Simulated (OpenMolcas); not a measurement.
# Multiplet structure of Eu2+

- Program: OpenMolcas
- Method: CASSCF
- Basis: ANO-RCC-VTZP [8s7p5d3f2g1h]
- Scalar Hamiltonian: DKH2, point nucleus
- Active space: 7 electrons in 7 orbitals (4f)
- State averaging: 2S+1 = 8 odd, 1 root; 2S+1 = 6 odd, 48 roots; 2S+1 = 4 odd, 96 roots kept (CI in the orbitals of an earlier block); 2S+1 = 2 odd, 25 roots kept (CI in the orbitals of an earlier block, 0 in the spin-orbit step)
- Spin-orbit coupling: state interaction with AMFI integrals over the reference wave functions, term energies averaged over their components

Spin-free terms above the lowest, with the occupations of the reference:

```
Configuration  Term  E (cm⁻¹)  Occupations
          4f⁷   ⁸S°       0.0      4f 7.00
          4f⁷   ⁶P°     36856      4f 7.00
          4f⁷   ⁶I°     39424      4f 7.00
          4f⁷   ⁶D°     44208      4f 7.00
```

With spin-orbit coupling, above the lowest level:

```
Configuration  Term     J  E (cm⁻¹)  Measured (cm⁻¹)      g  Term weight %    Second
          4f⁷   ⁸S°   7/2       0.0              0.0  1.997             98          
          4f⁷   ⁶P°   7/2     35945            28200  1.694             85     8 ⁶D°
          4f⁷   ⁶P°   5/2     36288                   1.858             90     9 ⁶D°
          4f⁷   ⁶P°   3/2     37018                   2.372             95     5 ⁶D°
          4f⁷   ⁶I°   7/2     39011                   0.453             96  4 ⁴H°(1)
          4f⁷   ⁶I°   9/2     39287                   0.833             97  3 ⁴H°(1)
          4f⁷   ⁶I°  17/2     39396            32073  1.292             98     2 ⁴K°
          4f⁷   ⁶I°  11/2     39536            32180  1.037             98          
          4f⁷   ⁶I°  15/2     39669            32308  1.238             98          
          4f⁷   ⁶I°  13/2     39690                   1.159             99          
          4f⁷   ⁶D°   9/2     44016                   1.549             96     2 ⁴F°
          4f⁷   ⁶D°   1/2     44814                   3.328            100          
          4f⁷   ⁶D°   7/2     45066                   1.591             88     8 ⁶P°
          4f⁷   ⁶D°   3/2     45107                   1.888             94     5 ⁶P°
          4f⁷   ⁶D°   5/2     45287                   1.670             89     9 ⁶P°
```

Against the 4 measured excited levels shown (Martin, Zalubas and Hagan, Atomic Energy Levels: The Rare-Earth Elements, NSRDS-NBS 60 (1978)) the mean absolute deviation is 7400 cm-1; the largest miss in energy is 4f⁷ ⁶P°_7/2: computed 35945, measured 28200 cm⁻¹ (+27.5 %).

Spin-orbit coupling puts the lowest level 648 cm⁻¹ below the lowest spin-free term.

Only 96 quartet roots enter the spin-orbit mixing, so the splitting and order within the octet and the sextets are unsound, and g values and χT are rough. Without dynamic correlation excited terms often stand tens of per cent too high (terms of higher spin than the ground term too low), and those without a measured partner can miss by more than the paired ones. Measured partners are found by configuration, term and J. A level has none where our copy of the source lacks it or the pairing is in doubt (some pairs that miss far off the trend of their configuration count as doubtful), and it then counts in no deviation. Only configurations of the active space appear. The first state left out of the spin-orbit step lies near 70000 cm-1 above the lowest spin-free state of the reference (among the parities and spins computed), and the list stops at four fifths of that energy or lower.

The term weight is that of the spin-free term in the level, not the purity of its configuration. A number in round brackets counts repeated terms of one configuration in the order of the reference energies. ° marks odd parity.
